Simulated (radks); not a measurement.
Results of a calculation; reference values are marked as such.
Numerical settings for the zirconium ion Zr+, [Kr] 4d2 5s1. Level of theory: scalar-relativistic Kohn-Sham, PBE, spin-unpolarised, spherical densities, point nucleus (a radial shooting solver on a logarithmic mesh with Libxc functionals). The defaults (mesh step 0.008 in ln r, mesh end at 40 bohr or more with all orbitals vanishing there, Anderson mixing 0.5 over 9 steps, residual threshold near 1e-9 with the energy settled to 1e-9 hartree or 1e-11 of itself, here a cap of 57 iterations) give E = -3598.2687 hartree and 5s at -9.945 eV in 15 iterations. Times are rough (one thread of a shared host). Changes against that run (0 stands for a change within the tolerance of the run):

| setting | iterations | converged | E (mhartree) | e(5s) (meV) | CPU (s) |
|---|---|---|---|---|---|
| mesh step in ln r 0.005 | 15 | yes | 0 | 0 | 0.23 |
| mesh step in ln r 0.02 | 15 | yes | 0 | 0 | 0.07 |
| mesh step in ln r 0.2 | 2 | no | diverged | - | 0.01 |
| mesh end (bohr) 1 | 13 | level above zero | +1.94e+05 | +1.35e+06 | 0.11 |
| mesh end (bohr) 12 | 15 | yes | +0.00799 | +0.702 | 0.15 |
| residual threshold 1e-05 | 10 | yes | 0 | -0.0122 | 0.12 |
| residual threshold 1e-13 | 19 | yes | 0 | 0 | 0.18 |
| mixing 1.5 | 14 | yes | 0 | 0 | 0.15 |
| linear mixing, mixing 1 | 57 | no | +52.8 | -900 | 0.69 |
| linear mixing, mixing 0.8 | 39 | yes | 0 | 0 | 0.34 |
| mixing history 3 | 16 | yes | 0 | 0 | 0.16 |
| iteration cap 2 | 2 | no | +501 | -5.04e+03 | 0.03 |

Settled on a wrong energy, with an occupied level pushed above zero by the early mesh end: mesh end (bohr) 1 (+194 hartree). Apart from these: no run marked as converged misses the energy by more than 1 mhartree. A mesh that ends early acts as a hard wall.
